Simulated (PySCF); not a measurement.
Isomers of C6H14P2, mass 148.057 u with the commonest isotopes. Theory: PBE0-D3(BJ)/def2-SVP geometry optimisation, gas phase in PySCF. One conformer each, none proved a minimum here; rigid rotors.

**Question.** Order these by out-of-plane moment Σ m c² = (Ia + Ib − Ic)/2, largest first.
A. `[CH2:1]=[P@:2]([CH3:3])(/[CH:4]=[CH:5]/[CH3:6])[CH2:7][PH2:8]` with C1–P2–C4–C5 113°, C1–P2–C7–P8 -50°, P2–C7–P8–H 85° and 180°
B. `[CH2:1]=[CH:2][P:3]([CH2:4][CH3:5])[P:6]([CH3:7])[CH3:8]` with C1–C2–P3–C4 -146°, C2–P3–C4–C5 74°, C2–P3–P6–C7 -178°
C. `[CH2:1]=[CH:2][CH2:3][P@:4](=[CH2:5])([PH2:6])[CH2:7][CH3:8]` with C1–C2–C3–P4 -108°, C2–C3–P4–C5 172°, C3–P4–P6–H 53° and 148°, C3–P4–C7–C8 167°
D. `[CH2:1]=[CH:2][CH2:3][P@:4]([CH3:5])([PH2:6])=[CH:7][CH3:8]` with C1–C2–C3–P4 -104°, C2–C3–P4–C5 175°, C3–P4–P6–H -179° and -86°
E. `[PH2:1][P:2]1[CH2:3][CH2:4][CH2:5][CH2:6][CH2:7][CH2:8]1` with H–P1–P2–C3 -83° and -176°, P1–P2–C3–C4 -172°, P2–C3–C4–C5 60°, C3–C4–C5–C6 -70°, C4–C5–C6–C7 94°

**Answer.** C (126.68 u·Å²), D (106.17 u·Å²), A (76.51 u·Å²), B (37.15 u·Å²), E (36.47 u·Å²).

**Question.** Order these by rotational constant C, largest first.
A. `[CH2:1]=[CH:2][CH2:3][P@:4](=[CH2:5])([PH2:6])[CH2:7][CH3:8]` with C1–C2–C3–P4 -108°, C2–C3–P4–C5 172°, C3–P4–P6–H 53° and 148°, C3–P4–C7–C8 167°
B. `[CH2:1]=[CH:2][CH2:3][P@:4]([CH3:5])([PH2:6])=[CH:7][CH3:8]` with C1–C2–C3–P4 -104°, C2–C3–P4–C5 175°, C3–P4–P6–H -179° and -86°
C. `[CH2:1]=[P@:2]([CH3:3])(/[CH:4]=[CH:5]/[CH3:6])[CH2:7][PH2:8]` with C1–P2–C4–C5 113°, C1–P2–C7–P8 -50°, P2–C7–P8–H 85° and 180°
D. `[CH2:1]=[CH:2][P:3]([CH2:4][CH3:5])[P:6]([CH3:7])[CH3:8]` with C1–C2–P3–C4 -146°, C2–P3–C4–C5 74°, C2–P3–P6–C7 -178°
E. `[PH2:1][P:2]1[CH2:3][CH2:4][CH2:5][CH2:6][CH2:7][CH2:8]1` with H–P1–P2–C3 -83° and -176°, P1–P2–C3–C4 -172°, P2–C3–C4–C5 60°, C3–C4–C5–C6 -70°, C4–C5–C6–C7 94°

**Answer.** A (905.8 MHz), B (833.2 MHz), E (757.3 MHz), D (733.8 MHz), C (633.6 MHz).

**Question.** Order these by rotational constant B, largest first.
A. `[CH2:1]=[CH:2][CH2:3][P@:4]([CH3:5])([PH2:6])=[CH:7][CH3:8]` with C1–C2–C3–P4 -104°, C2–C3–P4–C5 175°, C3–P4–P6–H -179° and -86°
B. `[CH2:1]=[CH:2][CH2:3][P@:4](=[CH2:5])([PH2:6])[CH2:7][CH3:8]` with C1–C2–C3–P4 -108°, C2–C3–P4–C5 172°, C3–P4–P6–H 53° and 148°, C3–P4–C7–C8 167°
C. `[CH2:1]=[CH:2][P:3]([CH2:4][CH3:5])[P:6]([CH3:7])[CH3:8]` with C1–C2–P3–C4 -146°, C2–P3–C4–C5 74°, C2–P3–P6–C7 -178°
D. `[PH2:1][P:2]1[CH2:3][CH2:4][CH2:5][CH2:6][CH2:7][CH2:8]1` with H–P1–P2–C3 -83° and -176°, P1–P2–C3–C4 -172°, P2–C3–C4–C5 60°, C3–C4–C5–C6 -70°, C4–C5–C6–C7 94°
E. `[CH2:1]=[P@:2]([CH3:3])(/[CH:4]=[CH:5]/[CH3:6])[CH2:7][PH2:8]` with C1–P2–C4–C5 113°, C1–P2–C7–P8 -50°, P2–C7–P8–H 85° and 180°

**Answer.** C (1081 MHz), A (1003 MHz), B (970.4 MHz), D (948.6 MHz), E (654.8 MHz).

```json
{"SMILES": "C=CC[P@](=C)(P)CC", "point group": "C1", "Ia (u·Å²)": "290.54", "Ib (u·Å²)": "520.77", "Ic (u·Å²)": "557.96", "κ": "-0.84", "μa (D)": "1.17", "μb (D)": "0.87", "μc (D)": "1.18"}
{"SMILES": "C=CP(CC)P(C)C", "point group": "C1", "Ia (u·Å²)": "295.33", "Ib (u·Å²)": "467.68", "Ic (u·Å²)": "688.71", "κ": "-0.29", "μa (D)": "0.05", "μb (D)": "0.00", "μc (D)": "0.03"}
{"SMILES": "C=CC[P@](C)(P)=CC", "point group": "C1", "Ia (u·Å²)": "315.05", "Ib (u·Å²)": "503.86", "Ic (u·Å²)": "606.57", "κ": "-0.56", "μa (D)": "0.30", "μb (D)": "0.07", "μc (D)": "1.25"}
{"SMILES": "C=[P@](C)(/C=C/C)CP", "point group": "C1", "Ia (u·Å²)": "178.77", "Ib (u·Å²)": "771.82", "Ic (u·Å²)": "797.58", "κ": "-0.98", "μa (D)": "2.69", "μb (D)": "2.22", "μc (D)": "0.96"}
{"SMILES": "PP1CCCCCC1", "point group": "C1", "Ia (u·Å²)": "207.52", "Ib (u·Å²)": "532.77", "Ic (u·Å²)": "667.34", "κ": "-0.77", "μa (D)": "1.04", "μb (D)": "0.07", "μc (D)": "0.32"}
```
